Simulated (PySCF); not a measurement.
**Trend along the second period: MF molecules**

CCSD(T) with triple-zeta basis sets in PySCF, for the lowest determinant that a PBE0 search found; no spin–orbit coupling. De refers to high-spin ground-configuration atoms.

```
 M         basis  reference, frozen orbitals  state (unpaired electrons)  Re (Å)  ωe (cm⁻¹)  De (eV)
Li  x2c-TZVPPall                      RHF, 1      singlet (closed shell)   1.572        912     5.64
Be  x2c-TZVPPall                      UHF, 1               doublet (σ ↑)   1.375       1228     5.45
 B    def2-TZVPP                      RHF, 2      singlet (closed shell)   1.273       1396     7.70
 C    def2-TZVPP                      UHF, 2               doublet (π ↑)   1.278       1312     5.53
 O  x2c-TZVPPall                      UHF, 2               doublet (π ↑)   1.356       1089     2.05
 F  x2c-TZVPPall                      RHF, 2      singlet (closed shell)   1.417        915     1.50
```

(1) By what factor does the harmonic wavenumber vary along the series?

The rows differ in basis set, which adds steps of its own.

The state changes along the series, so neighbouring rows are not always alike in their bonding.

Correlated steps freeze the inner cores (1 to 2 orbitals); shallow outer-core shells are correlated. Where the molecule has an RHF reference, its open-shell atoms are computed with UHF. States were picked by a PBE0 search and need not be the measured ground states.

## Answers

(1) At CCSD(T) it runs from 912 cm⁻¹ (LiF) to 1396 cm⁻¹ (BF), a factor of 1.53.
